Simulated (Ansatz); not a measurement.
Consider the ligand exchange at the Si–N bond: `F[SiH2]N[SiH3]` + `O=C[SiH](O)Cl` → `O=C[SiH](Cl)O[SiH3]` + `N[SiH2]F`.

Calculated with Ansatz (gas phase, PBE0-D4/def2-TZVP geometries, no zero-point term in ΔE). CCSD(T)/CBS adds triple-zeta CCSD(T) − MP2 to the extrapolated MP2 energy (def2 sets, frozen cores). This one scheme is used for every species. Functionals use def2-TZVPP. One conformer a species, not always the lowest.

```tsv
species	BLYP-D4 energy (Eh)
`F[SiH2]N[SiH3]`	-737.36500
`O=C[SiH](O)Cl`	-940.21475
`O=C[SiH](Cl)O[SiH3]`	-1230.95503
`N[SiH2]F`	-446.64471
```

Problem. Work out ΔE.

Solution. ΔE = (-1230.95503) + (-446.64471) − (-737.36500) − (-940.21475) = -0.01999 Eh = -52.5 kJ/mol. CCSD(T)/CBS gives -51.2 kJ/mol.

Largest T1 diagnostic among the species: 0.014.

Leaving LDA and LC-ωPBE aside and taking each functional with its dispersion term where it has one, the values, not all of them listed here, spread over 15.6 kJ/mol, from BHLYP-D4 to revPBE-D4. In def2-TZVPP, CCSD(T) changes the Hartree–Fock value by +11.2 kJ/mol (the triples alone add +1.8 kJ/mol) and MP2 by +10.9 kJ/mol. From BLYP to BHLYP (50 % exact exchange), in def2-TZVPP and without D4, ΔE moves by −6.6 kJ/mol.
